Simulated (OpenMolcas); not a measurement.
Sm3+ among 8 point charges of -1 e arranged as a cube (Oh).

```yaml
Program: OpenMolcas
Method: CASSCF
Basis: ANO-RCC-VDZP [7s6p4d2f1g]
Scalar_Hamiltonian: DKH2, point nucleus
Active_space: 5 electrons in 7 orbitals (4f)
State_averaging: 2S+1 = 6 odd, 21 roots; 2S+1 = 4 odd, 128 roots kept (CI in the orbitals of an earlier block, 108 in the spin-orbit step); 2S+1 = 2 odd, 130 roots kept (CI in the orbitals of an earlier block, 35 in the spin-orbit step)
Spin-orbit_coupling: state interaction with AMFI integrals over the reference wave functions
```

All point charges move together. At R = 2.44 Å the width of the lowest J multiplet is 65 cm-1, and at R = 2.73 Å it is 38 cm-1.

Q: A third run gives 30 cm-1. What distance was it run at?

A: With a power law R^-n the two known points give n = -ln(38 / 65) / ln(2.73 / 2.44) = 4.78. Then R = 2.44 × (65 / 30)^(1/4.78) = 2.868 Å. The run was at 2.87 Å, so the estimate is off by -0.002 Å.

High states are left out of the spin-orbit mixing, which shifts the levels that they would mix with. This is an electrostatic model: the charges have no orbitals. A group larger than the point group allows holds several states that coincide in this model. No measured value stands beside these numbers.
